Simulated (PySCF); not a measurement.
# Ionisation energy of Cr²⁺ by level of theory

Cr²⁺ [Ar] 3d4 (5D) → Cr³⁺ [Ar] 3d3 (4F), as a difference of total energies. Computed with PySCF 2.14 in cc-pVTZ-DK, with scalar relativity by spin-free X2C-1e. Correlated levels: valence: [Ar] frozen. The calculations carry no spin-orbit coupling.

| method | ionisation energy (eV) | difference from reference (eV) |
| --- | --- | --- |
| UHF | 29.679 | -1.280 |
| M06-2X | 31.061 | +0.102 |
| MN15 | 31.584 | +0.625 |
| MP2 (valence) | 30.326 | -0.633 |
| SCS-MP2 (valence) | 29.895 | -1.064 |

Reference: 30.959 ± 0.025 eV (measured; NIST Atomic Spectra Database, ionization energies).

The reference lies between the lowest fine-structure levels, while these numbers refer to the centres of the terms.

Errors of the correlated levels include the incompleteness of this basis and the frozen core.
